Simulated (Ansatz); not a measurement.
Ansatz (a program for electronic structure) input (PBE/6-31G* with LANL2DZ past Ar): The .json file joins the Basis Set Exchange's 6-31G* for atoms up to Ar and LANL2DZ past it.

Ansatz 0.2 input:
```yaml
crystal:
  periodic: [false, false, false]
  atoms:
    - {symbol: Y, position_ang: [0.14007000, -0.12057200, 0.27420500]}
    - {symbol: O, position_ang: [1.30600400, -0.13776500, -1.18696100]}
    - {symbol: F, position_ang: [-1.76786100, 0.64493800, -0.13314700]}
basis:
  gaussian:
    orbitals: 6-31Gs+LANL2DZ.json
hamiltonian:
  xc: {name: PBE}
total_charge: -1
magnetization: {spin_polarized: true, initial_magnetization: 1}
relax: {f_tol: 0.003, max_steps: 120}
```

From the output:

```
reference -5795.06104023 eV, -212.9645651950 hartree; 15, 14 occupied and 37, 38 virtual orbitals, 514 factors
relax step   1: F+E_penalty+E_count = -5795.06099318 eV  Δ(F+E_penalty+E_count) = +0.000e0 eV  max|allowed force component| = 9.051e-1 eV/Å  Δτ_max = 0.0000 Å  (52 SCF iters, accepted)
these checks for a lower state are left out or cut short: starts, cluster_reference, orbital_swaps, neighbouring_geometries, increment
integrals: 0.01 GiB planned
514 factors; their error is unknown
mean field: 0.14 GiB planned
mean field -5795.08521773 eV, -212.9654537019 hartree, gradient 2.7e-5 eV, S^2 0.751999; 0 other end points of the search recorded, 0 dependent functions left out
the calculation of the forces begins
reference -5795.08526455 eV, -212.9654554224 hartree; 15, 14 occupied and 37, 38 virtual orbitals, 514 factors
relax step   2: F+E_penalty+E_count = -5795.08521773 eV  Δ(F+E_penalty+E_count) = -2.422e-2 eV  max|allowed force component| = 9.699e-2 eV/Å  Δτ_max = 0.0446 Å  (33 SCF iters, accepted)
these checks for a lower state are left out or cut short: starts, cluster_reference, orbital_swaps, neighbouring_geometries, increment
integrals: 0.01 GiB planned
514 factors; their error is unknown
mean field: 0.14 GiB planned
mean field -5795.08550845 eV, -212.9654643856 hartree, gradient 8.3e-5 eV, S^2 0.752018; 0 other end points of the search recorded, 0 dependent functions left out
the calculation of the forces begins
reference -5795.08555524 eV, -212.9654661050 hartree; 15, 14 occupied and 37, 38 virtual orbitals, 514 factors
relax step   3: F+E_penalty+E_count = -5795.08550845 eV  Δ(F+E_penalty+E_count) = -2.907e-4 eV  max|allowed force component| = 1.868e-3 eV/Å  Δτ_max = 0.0058 Å  (30 SCF iters, accepted)
integrals: 0.01 GiB planned
514 factors; their error is unknown
mean field: 0.14 GiB planned
mean field evaluation 32: about -5795.1057 eV, gradient 2.8e-2 eV
mean field -5795.08550845 eV, -212.9654643856 hartree, gradient 8.3e-5 eV, S^2 0.752018; 1 other end points of the search recorded, 0 dependent functions left out
the calculation of the forces begins
reference -5795.08555524 eV, -212.9654661050 hartree; 15, 14 occupied and 37, 38 virtual orbitals, 514 factors
Total energy: -5795.08555524 eV, -212.9654661050 hartree
Atom 0 at     0.125121    -0.122998     0.302983 Å, force     0.000542     0.000305    -0.001868 eV/Å
Atom 1 at     1.275559    -0.124713    -1.196636 Å, force    -0.000724    -0.000141     0.001484 eV/Å
Atom 2 at    -1.722468     0.634312    -0.152250 Å, force     0.000182    -0.000164     0.000385 eV/Å
Dipole moment:    -0.340278     0.024641     0.351969 e Å
```

The dipole moment of an ion depends on the origin.

The geometry given is a B3LYP-D3(BJ)/def2-TZVP minimum.
